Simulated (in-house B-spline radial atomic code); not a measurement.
## Binding energies in Ti IX (Ti8+)

NIST's tabulated ground configuration is [Ne] 3s2 3p2; each binding energy is the energy of the ion with one electron taken from that subshell, relaxed, less that of the parent. All numbers are computed (Dirac-Hartree-Fock, average of configuration; Fermi nucleus of rms radius 3.5921 fm) with an all-electron radial atomic-structure program (B-spline basis), not measured. Energies include first-order Breit, QED and recoil terms.

| subshell | X-ray name | binding energy (eV) | -ε (eV) | relaxation (eV) |
| --- | --- | --- | --- | --- |
| 1s | K | 5164.2 | 5196.1 | 25.2 |
| 2s | L1 | 752.8 | 758.4 | 5.1 |
| 3s | M1 | 214.9 | 215.4 | 0.5 |
| 3p | M2,3 | 189.7 | 190.2 | 0.4 |

Relaxation = -ε minus the binding energy without Breit, QED and recoil terms.

Q: What does it cost to remove both a 1s and a 3p electron?

A: 5390.7 eV, which is 36.77 eV more than the two single binding energies together.

Q: What does it cost to remove both a 2s and a 3p electron?

A: 975.51 eV, which is 32.97 eV more than the two single binding energies together.
